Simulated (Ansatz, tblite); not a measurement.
Removing and adding an electron: Sn₇Ge₇H₂₀, an alloyed nanocrystal cut from the lattice of tin (7 Ge, random). Total charge 0; singlet. Geometry: r2SCAN-D4/def2-SVP. Ansatz, gas phase; energy differences of separate SCF runs; the oxidised species was run as a doublet alone; the reduced species was run as a doublet alone.

```xyz
34

Sn    2.5472   -1.8019   -2.4167
Sn   -0.4163    1.6923    3.6360
Sn    0.6311   -2.0167    1.4105
Sn    1.7909    1.7767   -0.2399
Ge   -0.4233    0.8381   -3.6314
Ge   -2.2243    0.6678   -0.0500
Sn   -1.6214   -2.8047   -2.1680
Sn    1.6388    3.0029    2.2700
Ge    2.4371   -0.7559   -0.0156
Ge    0.1969   -1.5127   -3.5370
Sn    0.3690   -0.9659    3.9888
Ge   -2.5422    1.7673    2.1020
Ge   -1.6762   -1.6942    0.2024
Ge   -0.5579    1.8204   -1.4058
H     2.9535   -3.4715   -2.3351
H     3.7518   -1.0045   -3.3517
H    -0.7761    2.4587    5.1386
H     1.0110   -3.7002    1.4383
H     2.9385    2.5574   -1.2655
H     0.6124    1.6215   -4.4644
H    -1.7893    0.9749   -4.3366
H    -3.5712    0.7478   -0.8115
H    -1.2110   -4.4698   -2.0431
H    -3.1545   -2.6849   -2.9386
H     3.1381    2.8440    3.0998
H     1.3110    4.6845    2.1086
H     3.8167   -0.8828    0.6750
H     0.2548   -2.0579   -4.9841
H     1.8405   -1.0630    4.8756
H    -0.8190   -1.8578    4.8586
H    -3.7321    1.1006    2.8236
H    -2.9266    3.2413    1.8504
H    -2.7821   -2.3435    1.0695
H    -1.0155    3.2917   -1.5528
```

In the def2 sets Sn takes a core potential; there is no spin–orbit coupling. The xTB rows come from tblite. Correlated methods freeze 91 core orbitals; core or outer-core shells of Sn, Ge are correlated, in sets that lack core-valence functions. Single mean-field runs in def2-SVP are fitted with def2-universal-jkfit. HOMO above LUMO, or a gap near zero within one spin, warns that the state may not be the lowest or that an electron is smeared out.

| level | −HOMO (eV) | vertical IE (eV) | −LUMO (eV) | vertical EA (eV) | HOMO–LUMO gap (eV) | IE − EA (eV) | remarks |
| --- | --- | --- | --- | --- | --- | --- | --- |
| GFN1-xTB | 11.02 | 12.42 | 8.09 | 6.63 | 2.93 | 5.79 | – |
| GFN2-xTB | 10.59 | 12.09 | 8.49 | 7.04 | 2.11 | 5.04 | – |
| PBE-D4/def2-SVP | 5.91 | 7.48 | 2.14 | 0.70 | 3.77 | 6.78 | HOMO above zero (-1 doublet), gap within one spin near zero (+1 doublet), gap within one spin near zero (-1 doublet) |
| PBE0-D4/def2-SVP | 6.79 | 7.90 | 1.40 | 0.44 | 5.40 | 7.47 | HOMO above zero (-1 doublet) |
| B2PLYP/def2-SVP | – | 7.88 | – | 0.21 | – | 7.66 | – |

Relaxing the reduced species (r2SCAN-D4/def2-SVP) changes its energy by -0.94 eV at PBE-D4/def2-SVP, so the adiabatic electron affinity to this nearest minimum is 1.63 eV. At PBE0-D4/def2-SVP it is 1.42 eV.     A HOMO above zero means that the electron is unbound at that level or that self-interaction error raises the level; the energy of removing that electron tells which. Raw xTB energy differences between charge states are shifted by several eV; the methods need an empirical correction for them. Sets without diffuse functions give affinities that are too small.
